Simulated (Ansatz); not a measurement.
A nudged elastic band was laid between two geometries of CH$_{5}$F$_{2}$NOSi (11 atoms, charge 0, multiplicity 1).

These are results of RKS B3LYP-D4/def2-SVP in Ansatz 0.2.0, not measurements.

```json
{"movable images": "7", "climbing image": "yes", "spring": "5.0 eV/Å²", "optimiser": "quadratic models (default)", "start path": "through a guess of the saddle point", "force threshold": "0.05 eV/Å", "iteration limit": "60", "end points": "relaxed"}
```

First end point:

```xyz
11
Properties=species:S:1:pos:R:3
N 0.053 -1.929 0.717
C -0.313 -0.580 0.623
F 0.485 0.266 1.431
O -0.163 -0.148 -0.679
Si 0.098 1.423 -1.174
F -1.078 2.366 -0.574
H 1.004 -2.081 0.382
H -0.048 -2.287 1.663
H -1.343 -0.427 0.991
H 1.395 1.965 -0.712
H -0.024 1.376 -2.647
```

Last end point:

```xyz
11
Properties=species:S:1:pos:R:3
N -0.445 -1.191 0.869
C 0.778 -0.144 0.737
F 1.811 -0.986 1.088
O 0.852 -0.056 -0.677
Si 0.068 1.358 -1.075
F -1.510 1.125 -0.657
H -0.303 -2.031 0.281
H -0.551 -1.468 1.848
H -1.289 -0.694 0.559
H 0.557 2.574 -0.399
H 0.097 1.456 -2.555
```

Which bonds break or form, and what moves?

Bonds broken: C2–H9. Bonds formed: N1–H9.

What energy profile does the band end with?

The run converged. The highest image is number 6 of 0 to 8, 3.67 eV above the first end and 1.15 eV above the last; the last end lies 2.52 eV above the first. Neighbouring images differ by up to 3.5 eV, so the band resolves the path poorly. A vibrational analysis at the climbing image gives one clearly imaginary mode, 1589i cm⁻¹: a first-order saddle point. The orbitals stay closed-shell, which can raise the energy where a bond breaks towards radicals; this wasn't checked here.

| image | path coordinate (Å) | energy (eV) | C2–H9 (Å) | N1–H9 (Å) |
| --- | --- | --- | --- | --- |
| 0 | 0.00 | 0.00 | 1.10 | 2.07 |
| 1 | 1.15 | 0.02 | 1.11 | 2.07 |
| 2 | 2.29 | 0.05 | 1.11 | 2.07 |
| 3 | 3.44 | 0.06 | 1.11 | 2.07 |
| 4 | 4.58 | 0.06 | 1.11 | 2.08 |
| 5 | 5.73 | 0.20 | 1.10 | 2.05 |
| 6 | 6.88 | 3.67 | 1.38 | 1.19 |
| 7 | 8.02 | 2.62 | 2.32 | 1.02 |
| 8 | 9.16 | 2.52 | 2.15 | 1.03 |

What is the geometry of the highest image?


```xyz
11
Properties=species:S:1:pos:R:3
N -0.476 -1.518 0.908
C 0.495 -0.202 0.792
F 1.671 -0.645 1.313
O 0.670 0.010 -0.561
Si 0.042 1.432 -1.176
F -1.578 1.286 -1.225
H -0.914 -1.776 0.021
H -0.048 -2.295 1.418
H -0.704 -0.477 1.428
H 0.368 2.600 -0.331
H 0.538 1.525 -2.566
```

The band took 32 iterations and about 22 core-minutes.

Time of the run: 11 min on 2 threads of Arm Neoverse V1 (shared host), peak memory 0.27 GiB.
